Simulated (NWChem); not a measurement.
Atomisation of C$_{3}$H$_{6}$Cl

SMILES: C[C](C)Cl
```xyz
10

C     -0.4407    -0.9798     1.3125
C      0.0076    -0.4344     0.0000
C     -0.4407    -0.9798    -1.3125
Cl     0.5081     1.2428     0.0000
H     -1.4454    -0.6038     1.6000
H     -0.5027    -2.0794     1.2698
H      0.2504    -0.6987     2.1228
H      0.2504    -0.6987    -2.1228
H     -1.4454    -0.6038    -1.6000
H     -0.5027    -2.0794    -1.2698
```
Charge 0, spin multiplicity 2.

Program: NWChem. The geometry was optimised at UB3LYP/def2-SVP, a minimum by its harmonic frequencies.

Basis set: def2-TZVP. The atomisation energy is electronic alone: no zero-point, thermal, spin-orbit or counterpoise terms. No value is extrapolated to the basis-set limit. Free atoms are single determinants with multiplicities C 3, Cl 2, H 2. Correlated methods freeze the same cores in atoms and molecule, 8 orbitals in all.

```csv
method,atomisation energy (kcal/mol),relative cost
BHandHLYP,860.6,under 3
MP2,862.6,4
B3LYP,880.1,under 3
CAM-B3LYP,885.8,9
PBE,904.0,1
PBE0,892.6,under 3
LC-wPBE (omega 0.3 per bohr),894.3,9
HF,667.0,under 3
```

The values span 237.0 kcal/mol, from HF (lowest) to PBE (highest). Relative cost: rough, from shared machines, SCF included, PBE = 1. Costs are the molecule's.

B3LYP has NWChem's definition, with VWN1-RPA local correlation. GW and range-separated runs recompute their integrals, the others keep them in memory, which bears on the times. The structure started from a generated list of species. The unpaired electrons of the parent sit in orbitals of symmetry a' (Cs labels of the run); other states weren't searched. The stability of the SCF solutions was not checked. Open-shell Hartree-Fock references start from PBE0 orbitals; any time given for them includes that run.
